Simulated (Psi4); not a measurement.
C4H9O (SMILES CCC[CH]O), doublet, geometry from GFN2-xTB; M06-2X/STO-3G (Psi4).

Input for Psi4:
```
memory 2 GB

molecule {
0 2
C     2.39287864   -0.22825278   -0.04182520
C     0.94472545   -0.38108691   -0.48518080
C     0.02179908    0.62178197    0.24243653
C    -1.39310057    0.50801669   -0.17086519
O    -2.15903748   -0.41259035    0.50925971
H     3.02825774   -0.94199644   -0.56186957
H     2.75476879    0.77485085   -0.25788138
H     2.48460822   -0.40246123    1.02792542
H     0.59718513   -1.39334774   -0.27242075
H     0.86967313   -0.21746926   -1.56246987
H     0.08492459    0.43710470    1.31592344
H     0.38065397    1.63339610    0.03535177
H    -1.69534850    0.76633321   -1.17424414
H    -3.03023866   -0.47844112    0.10821545
}

set {
  basis sto-3g
  reference uks
  dft_basis_tolerance 1e-8
}

energy('m06-2x')
print_variables()
```

Output, abridged:

```
   => Loading Basis Set <=

    Name: STO-3G
    Role: ORBITAL
    Keyword: BASIS

         ---------------------------------------------------------
                                   SCF
               by Justin Turney, Rob Parrish, Andy Simmonett
                          and Daniel G. A. Smith
                              UKS Reference
         ---------------------------------------------------------

  ==> Geometry <==

    Molecular point group: c1
    Full point group: C1

    Geometry (in Angstrom), charge = 0, multiplicity = 2:

       Center              X                  Y                   Z               Mass
    ------------   -----------------  -----------------  -----------------  -----------------
         C            2.467067941423    -0.225864806474    -0.060005954229    12.000000000000
         C            1.018914751423    -0.378698936474    -0.503361554229    12.000000000000
         C            0.095988381423     0.624169943526     0.224255775771    12.000000000000
         C           -1.318911268577     0.510404663526    -0.189045944229    12.000000000000
         O           -2.084848178577    -0.410202376474     0.491078955771    15.994914619570
         H            3.102447041423    -0.939608466474    -0.580050324229     1.007825032230
         H            2.828958091423     0.777238823526    -0.276062134229     1.007825032230
         H            2.558797521423    -0.400073256474     1.009744665771     1.007825032230
         H            0.671374431423    -1.390959766474    -0.290601504229     1.007825032230
         H            0.943862431423    -0.215081286474    -1.580650624229     1.007825032230
         H            0.159113891423     0.439492673526     1.297742685771     1.007825032230
         H            0.454843271423     1.635784073526     0.017171015771     1.007825032230
         H           -1.621159198577     0.768721183526    -1.192424894229     1.007825032230
         H           -2.956049358577    -0.476053146474     0.090034695771     1.007825032230

  Running in c1 symmetry.

  Rotational constants: A =      0.51172  B =      0.07369  C =      0.07148 [cm^-1]
  Rotational constants: A =  15340.83013  B =   2209.30762  C =   2142.89974 [MHz]
  Nuclear repulsion =  177.870340524131421

  Charge       = 0
  Multiplicity = 2
  Electrons    = 41
  Nalpha       = 21
  Nbeta        = 20

  ==> Algorithm <==

  SCF Algorithm Type is DF.
  DIIS enabled.
  MOM disabled.
  Fractional occupation disabled.
[...]
      Ntotal   =   41.0000194910 ; deviation = 1.949e-05

   @Spin Contamination Metric:   3.069106227E-03
   @S^2 Expected:                7.500000000E-01
   @S^2 Observed:                7.530691062E-01
   @S   Expected:                5.000000000E-01
   @S   Observed:                5.000000000E-01

    Orbital Energies [Eh]
    ---------------------

    Alpha Occupied:

[...]
    Alpha Virtual:

[...]
      34A      0.681097

    Beta Occupied:

[...]
    Beta Virtual:

[...]
    Final Occupation by Irrep:
              A
    DOCC [    20 ]
    SOCC [     1 ]
    NA   [    21 ]
    NB   [    20 ]

  @DF-UKS Final Energy:  -230.04535514535081

   => Energetics <=

    Nuclear Repulsion Energy =            177.8703405241314215
    One-Electron Energy =                -664.7062565529640779
    Two-Electron Energy =                 273.0723913148443671
    DFT Exchange-Correlation Energy =     -16.2818304313624580
    Empirical Dispersion Energy =           0.0000000000000000
    VV10 Nonlocal Energy =                  0.0000000000000000
    Total Energy =                       -230.0453551453507828

  UHF NO Occupations:
  HONO-2 :   19  A 1.9995860
  HONO-1 :   20  A 1.9993889
  HONO-0 :   21  A 1.0000000
  LUNO+0 :   22  A 0.0006111
  LUNO+1 :   23  A 0.0004140
  LUNO+2 :   24  A 0.0003657
  LUNO+3 :   25  A 0.0001043

Computation Completed

Properties will be evaluated at   0.000000,   0.000000,   0.000000 [a0]

Properties computed using the SCF density matrix

 Multipole Moments:

 ------------------------------------------------------------------------------------
     Multipole            Electronic (a.u.)      Nuclear  (a.u.)        Total (a.u.)
 ------------------------------------------------------------------------------------

 L = 1.  Multiply by 2.5417464519 to convert [e a0] to [Debye]
 Dipole X            :         -6.1100829            5.7480962           -0.3619867
 Dipole Y            :         -0.1902883            0.1850174           -0.0052708
 Dipole Z            :          1.0458149           -1.4086223           -0.3628074
 Magnitude           :                                                    0.5125343

 ------------------------------------------------------------------------------------

  Variable Map:
  ----------------------------------------------------------------------------
[...]
  Array Variable Map:
  ----------------------------------------------------------------------------
[...]
[...]
```
